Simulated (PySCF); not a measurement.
## Identify the compound

The spectra below were simulated for a compound C2H12O2Si4.

1H NMR (300 MHz, computed): δ 6.80 (m, 1H), 6.02 (m, 2H), 5.80 (m, 2H), 5.30 (sept, 1H), 0.24 (d, 6H).

13C{1H} NMR (computed): δ 1.6 (2C).

Computational details: shielding tensors at PBE0/pcSseg-1 (GIAO), geometry from GFN2-xTB, in PySCF 2.14 (no relativistic terms, fast rotation and ring inversion assumed for equivalent nuclei, gas phase, one computed conformer).

δ = σ(ref) − σ, references computed at the same level: 1H (σ = 31.72 ppm) and 13C (σ = 186.93 ppm) vs TMS.

Choose the structure that fits.
A. CC(=O)O[Si@H]([SiH3])[SiH2][SiH3]
B. O=CC([SiH3])([SiH3])[SiH2]O[SiH3]
C. C=C[Si@H](O[SiH3])[SiH2]O[SiH3]
D. C[SiH](C)O[SiH]1[SiH2]O[SiH2]1

## Answers

D. 

Rings plus π bonds: 1 (1 ring in the answer). 1 carbon signal for 2 carbons: some carbons are equivalent by symmetry or fast rotation. Carbon types of the structure: 2 × CH3, leaving 6 H on heteroatoms. δC 1.6: methyl carbon bonded to Si; an electropositive neighbour leaves it electron-rich and shielded. δH 6.80: hydrogen on a silicon bonded to O, 2 Si, in a 4-membered ring. δH 6.02, 5.80: hydrogen on a silicon bonded to O, Si, in a 4-membered ring. δH 5.30: hydrogen on a silicon bonded to 2 C, O. δH 0.24: hydrogen on a methyl carbon bonded to Si; an electropositive neighbour shields it, as in TMS itself.

The others: C=C[Si@H](O[SiH3])[SiH2]O[SiH3] would give 2 carbon signals, not 1; CC(=O)O[Si@H]([SiH3])[SiH2][SiH3] would give 2 carbon signals, not 1; O=CC([SiH3])([SiH3])[SiH2]O[SiH3] would give 2 carbon signals, not 1.

Shifts are as computed. Against solution values, carbons near 30 ppm lie about +3 ppm off and those near 130 ppm about +5 ppm. Of 1211 compounds with measured shifts, 218 miss one by over three times the rms of a fit or turn the order of signals round; such compounds aren't used in these exercises. Multiplicities follow the n + 1 count of equivalent neighbours, as no J values were calculated; m marks all less simple cases, F and P coupling included.
